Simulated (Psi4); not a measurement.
C$_{2}$H$_{3}$O$_{2}$ (SMILES [CH2-]C(=O)O), charge -1, singlet, geometry from GFN2-xTB (a gas-phase anion, which may not be bound at this level); WB97X-V/def2-SVPD in Psi4.

Psi4 was given this input:
```
memory 2 GB

molecule {
-1 1
  C     0.11500632    0.05201120   -0.05302050
  O     0.26258741    1.21666153   -0.49561643
  O    -1.20825450   -0.24327257    0.45360888
  H    -1.68617274    0.58417768    0.31791387
  C     0.98094306   -0.97998349    0.03343690
  H     0.68003939   -1.92741954    0.44895840
  H     1.99577385   -0.87603609   -0.31331037
}

set basis def2-svpd

energy('wb97x-v')
print_variables()
```

### Question
What does Psi4 print? Leave out banner, timings and long lists.

### Answer

```
   => Loading Basis Set <=

    Name: DEF2-SVPD
    Role: ORBITAL
    Keyword: BASIS

         ---------------------------------------------------------
                                   SCF
               by Justin Turney, Rob Parrish, Andy Simmonett
                          and Daniel G. A. Smith
                              RKS Reference
         ---------------------------------------------------------

  ==> Geometry <==

    Molecular point group: c1
    Full point group: C1

    Geometry (in Angstrom), charge = -1, multiplicity = 1:

       Center              X                  Y                   Z               Mass
    ------------   -----------------  -----------------  -----------------  -----------------
         C            0.028649577585    -0.136995206166     0.000000000214    12.000000000000
         O            1.273826656948    -0.290669431642     0.000000000214    15.994914619570
         O           -0.414400611306     1.240898679942     0.000000000214    15.994914619570
         H            0.412544047266     1.738548584742     0.000000000583     1.007825032230
         C           -0.975985867369    -1.038683612783    -0.000000001144    12.000000000000
         H           -2.006841047263    -0.725356623030     0.000000004552     1.007825032230
         H           -0.765647105767    -2.095413412173    -0.000000000841     1.007825032230

  Running in c1 symmetry.

  Rotational constants: A =      0.38339  B =      0.35014  C =      0.18300 [cm^-1]
  Rotational constants: A =  11493.65423  B =  10496.78527  C =   5486.31238 [MHz]
  Nuclear repulsion =  112.519913156271272

  Charge       = -1
  Multiplicity = 1
  Electrons    = 32
  Nalpha       = 16
  Nbeta        = 16

  ==> Algorithm <==

  SCF Algorithm Type is DF.
  DIIS enabled.
  MOM disabled.
  Fractional occupation disabled.
  Guess Type is SAD.
  Energy threshold   = 1.00e-06
  Density threshold  = 1.00e-06
  Integral threshold = 1.00e-12

  ==> Primary Basis <==

  Basis Set: DEF2-SVPD
    Blend: DEF2-SVPD
    Number of shells: 46
    Number of basis functions: 110
    Number of Cartesian functions: 118
    Spherical Harmonics?: true
    Max angular momentum: 2

  ==> DFT Potential <==

   => LibXC <=

    Version 7.1.2
    S. Lehtola, C. Steigemann, M. J. T. Oliveira, and M. A. L. Marques,  SoftwareX 7, 1–5 (2018) (10.1016/j.softx.2017.11.002)

   => Composite Functional: WB97X-V <=

    wB97X-V Hyb-GGA Exchange-Correlation Functional

[...]
   @DF-RKS iter   5:  -228.25561340376134   -3.51597e-04   1.11176e-04 DIIS/ADIIS
   @DF-RKS iter   6:  -228.25567135126573   -5.79475e-05   2.47029e-05 DIIS
   @DF-RKS iter   7:  -228.25567635438173   -5.00312e-06   5.02445e-06 DIIS
   @DF-RKS iter   8:  -228.25567669190266   -3.37521e-07   2.32951e-06 DIIS
   @DF-RKS iter   9:  -228.25567676858734   -7.66847e-08   7.37886e-07 DIIS
  Energy and wave function converged.

  ==> Post-Iterations <==

   Electrons on quadrature grid:
      Ntotal   =   32.0000037816 ; deviation = 3.782e-06

    Orbital Energies [Eh]
    ---------------------

    Doubly Occupied:

[...]
      16A     -0.077764

    Virtual:

[...]
     110A      4.283555

    Final Occupation by Irrep:
              A
    DOCC [    16 ]
    NA   [    16 ]
    NB   [    16 ]

  @DF-RKS Final Energy:  -228.25567676858734

   => Energetics <=

    Nuclear Repulsion Energy =            112.5199131562712722
    One-Electron Energy =                -541.5252988237755289
    Two-Electron Energy =                 221.1126784672360941
    DFT Exchange-Correlation Energy =     -20.4903872769808189
    Empirical Dispersion Energy =           0.0000000000000000
    VV10 Nonlocal Energy =                  0.1274177086616373
    Total Energy =                       -228.2556767685873353

Computation Completed

Properties will be evaluated at   0.000000,   0.000000,   0.000000 [a0]

Properties computed using the SCF density matrix

 Multipole Moments:

 ------------------------------------------------------------------------------------
     Multipole            Electronic (a.u.)      Nuclear  (a.u.)        Total (a.u.)
 ------------------------------------------------------------------------------------

 L = 1.  Multiply by 2.5417464519 to convert [e a0] to [Debye]
 Dipole X            :          2.0255721           -2.2082460           -0.1826740
 Dipole Y            :          1.7113965           -1.0099837            0.7014128
 Dipole Z            :         -0.0000000            0.0000000            0.0000000
 Magnitude           :                                                    0.7248101

 ------------------------------------------------------------------------------------

  Variable Map:
  ----------------------------------------------------------------------------
[...]
  Array Variable Map:
  ----------------------------------------------------------------------------
[...]
[...]
```
